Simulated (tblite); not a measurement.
C5H6F3O3S (charge -1).
Z-matrix (Å and degrees, GFN2-xTB geometry), rows numbered from 1:
```
C 
C   1  1.4921
S   2  1.8388  1  111.51
O   3  1.4571  2  103.89  1    60.00
O   3  1.4600  2  104.22  1   179.95
O   3  1.4556  2  104.27  1   -60.07
C   2  1.4821  1  125.78  3   143.16
C   2  1.4943  1  125.87  3  -139.45
C   8  1.4886  2  122.50  7   107.52
F   9  1.3591  8  112.28  2  -167.31
F   9  1.3481  8  114.27  2    73.75
F   9  1.3488  8  114.73  2   -47.98
H   1  1.0891  2  107.08  3   -49.75
H   1  1.0889  2  108.99  3    66.75
H   1  1.0911  2  113.26  3  -170.82
H   7  1.0830  2  119.72  8  -106.90
H   7  1.0793  2  116.27  8   106.36
H   8  1.0838  2  115.08  7  -108.25
```

Calculated harmonic vibrations of the isolated species, GFN2-xTB (tblite), most abundant isotopes, no scaling. Errors from tens to a few hundred cm⁻¹ against measured bands are possible. One conformer, not necessarily the lowest.

Harmonic wavenumbers (cm⁻¹): 26.9, 39.2, 81.4, 105.8, 134.4, 177.0, 201.0, 231.6, 280.1, 299.7, 343.7, 383.2, 423.9, 469.9, 482.8, 491.3, 506.7, 546.4, 594.0, 657.5, 773.9, 847.7, 919.1, 956.0, 964.2, 979.8, 991.9, 1030.1, 1057.4, 1059.0, 1098.8, 1106.9, 1156.1, 1169.5, 1182.7, 1186.4, 1286.7, 1384.2, 1400.3, 1464.0, 1480.8, 1498.9, 2979.3, 3018.4, 3028.0, 3041.8, 3055.7, 3099.0.

A = 1701, B = 508.7, C = 496.4 MHz; mass 202.999 u (most abundant isotopes); point group C1, symmetry number 1.

Task: Zero-point energy?

Result: Half the sum of the wavenumbers: 24847 cm⁻¹ = 71.04 kcal/mol.

Task: Entropy at 298.15 K, 1 bar (ideal gas, RRHO, classical rotation)?

Result: Translation 41.85, rotation 30.99, vibration 39.56: S = 112.4 cal/(mol K).

Task: And Cp and H(298.15 K) − H(0)?

Result: Cp = 45.77 cal/(mol K), of which vibrations give 37.82 (their classical limit is 48 R = 95.4); H(298.15 K) − H(0) = 8.31 kcal/mol without the zero-point energy, 5.94 from vibrations.

Task: What must be added to the electronic energy to get the Gibbs energy at 298.15 K and 1 bar?

Result: ZPE + [H(298.15 K) − H(0)] − T·S = 71.04 + 8.31 − 33.51 = 45.84 kcal/mol.

Task: Blend soft modes into free rotors: weight 1/[1 + (100 cm⁻¹/ν̃)⁴] for the oscillator and the rest for a rotor with moment μB/(μ + B), μ = h/(8π²ν), B = 10⁻⁴⁴ kg m². What vibrational entropy results?

Result: 35.35 cal/(mol K) in place of 39.56, which changes −T·S at 298.15 K by +1.25 kcal/mol.

Task: How do the functions run with temperature in this model?

Result: 
```json
{"T (K)": "100", "S (cal/(mol K))": "77.2", "Cp (cal/(mol K))": "22.1", "H − H(0) (kcal/mol)": "1.51", "G − H(0) (kcal/mol)": "-6.21", "ln q(vib)": "2.98"}
{"T (K)": "200", "S (cal/(mol K))": "96.5", "Cp (cal/(mol K))": "34.6", "H − H(0) (kcal/mol)": "4.36", "G − H(0) (kcal/mol)": "-14.94", "ln q(vib)": "6.52"}
{"T (K)": "300", "S (cal/(mol K))": "112.7", "Cp (cal/(mol K))": "46.0", "H − H(0) (kcal/mol)": "8.40", "G − H(0) (kcal/mol)": "-25.41", "ln q(vib)": "9.94"}
{"T (K)": "500", "S (cal/(mol K))": "140.7", "Cp (cal/(mol K))": "63.9", "H − H(0) (kcal/mol)": "19.52", "G − H(0) (kcal/mol)": "-50.83", "ln q(vib)": "16.43"}
{"T (K)": "800", "S (cal/(mol K))": "174.4", "Cp (cal/(mol K))": "78.9", "H − H(0) (kcal/mol)": "41.21", "G − H(0) (kcal/mol)": "-98.32", "ln q(vib)": "25.24"}
{"T (K)": "1000", "S (cal/(mol K))": "192.7", "Cp (cal/(mol K))": "84.8", "H − H(0) (kcal/mol)": "57.61", "G − H(0) (kcal/mol)": "-135.07", "ln q(vib)": "30.47"}
```

q(vib) and H(0) count from the zero-point level.

Hindered rotation and anharmonicity are outside this model. Other conformers, if any are populated, would add a mixing term that is left out. The structure is chiral; the term R ln 2 for an equal mix with its mirror image is left out.
